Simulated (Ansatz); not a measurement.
Consider the cleavage of the Sb–Si bond: `N[SiH2][SbH2]` + H₂Te → `[SbH2][TeH]` + `N[SiH3]`.

Program: Ansatz. Geometries: PBE0-D4/def2-TZVP. ΔE: electronic, gas phase. CCSD(T)/CBS is the MP2 limit (def2-TZVPP, def2-QZVPP) plus CCSD(T) − MP2 in def2-TZVPP, frozen cores. This one scheme is used for every species. Functionals use def2-TZVPP. Elements past krypton have def2 core potentials. For Sb, Te outer-core shells are correlated without core-valence functions, which leaves a few kJ/mol of doubt a bond. Each species was taken in one conformer, which may not be the lowest.

CCSD(T)/CBS gives -0.52 eV.

(1) Another level gave -0.49 eV. Which?
A. HF/def2-TZVPP
B. BHLYP/def2-TZVPP
C. r2SCAN/def2-TZVPP
D. CCSD(T)/def2-TZVPP

Largest T1 diagnostic among the species: 0.013.

## Answers

(1) C. r2SCAN -0.49, CCSD(T)/def2-TZVPP -0.45, BHLYP -0.57, HF/def2-TZVPP -0.63 eV.

In def2-TZVPP, CCSD(T) changes the Hartree–Fock value by +0.19 eV (the triples alone add +0.01 eV) and MP2 by +0.12 eV. Leaving LDA and LC-ωPBE aside and taking each functional with its dispersion term where it has one, the values, not all of them listed here, spread over 0.13 eV, from BHLYP-D4 to revPBE-D4. LDA lies +0.09 eV from PBE without D4.
